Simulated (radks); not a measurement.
The mean radii <r> (bohr) of the occupied orbitals of an atom or ion are listed with their occupations. Calculated with a radial shooting solver on a logarithmic mesh with Libxc functionals: scalar-relativistic Kohn-Sham, r2SCAN, spin-polarised, spherical densities, finite nucleus; meta-GGA in the generalised Kohn-Sham scheme; Fermi nuclear charge, rms radius of each element as measured or else 0.836 A^(1/3) + 0.57 fm.

orbital  occ.      <r>
1s up       1  0.01606
1s down     1  0.01606
2s up       1  0.06760
2s down     1  0.06760
2p up       3  0.06144
2p down     3  0.06144
3s up       1   0.1744
3s down     1   0.1744
3p up       3   0.1764
3p down     3   0.1763
3d up       5   0.1600
3d down     5   0.1600
4s up       1   0.3832
4s down     1   0.3833
4p up       3   0.4081
4p down     3   0.4082
4d up       5   0.4282
4d down     5   0.4284
5s up       1   0.8445
5s down     1   0.8460
4f up       7   0.4463
4f down     6   0.4470
5p up       3   0.9591
5p down     3   0.9588
5d up       5    1.227
5d down     5    1.211
6s up       1    2.032
6p up       1    2.437

Name the element and its charge. Open shells, if any, are filled with parallel spins first.

Answer. Z = 82, lead, charge +3: Pb3+ in [Xe] 4f13 5d10 6s1 6p1. The 1s radius gives Z: for a bare nucleus <r> = (2 gamma + 1)/(2Z) with gamma = sqrt(1 - (Z/c)^2), 0.01587 bohr for Z = 82, and screening makes it slightly larger (0.01606 here). The occupations add up to 79, and the charge is Z minus that.
